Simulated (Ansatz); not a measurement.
```yaml
crystal:
  periodic: [false, false, false]
  atoms:
    - {symbol: As, position_ang: [1.931651, -0.211869, -0.717455]}
    - {symbol: As, position_ang: [-1.905889, 0.705001, -0.402068]}
    - {symbol: Se, position_ang: [-2.050444, 2.355184, 1.206913]}
    - {symbol: Se, position_ang: [2.042145, -2.515070, -0.843796]}
    - {symbol: Se, position_ang: [-0.017463, -0.333245, 0.756418]}
basis:
  gaussian: {orbitals: def2-TZVPD, initial_orbitals: start.molden}
total_charge: -1
magnetization: {spin_polarized: true, initial_magnetization: 3}
hamiltonian: {xc: {name: wB97X-V}}
scf: {omitted_lower_state_checks: [starts]}
output: {orbitals: {seedname: orbitals}}
```

The file start.molden holds the orbitals of an earlier run on this structure, at another level or in another basis.

```sh
$ ansatz run in.yaml --threads 4 --pin off --events-out ev --progress --plain --max-ram 4787MiB
```

Task: Does this run fit into the memory that it is given?

Result: No. It has 279 basis functions, and Ansatz plans for 7 GiB where 5 GiB are given.
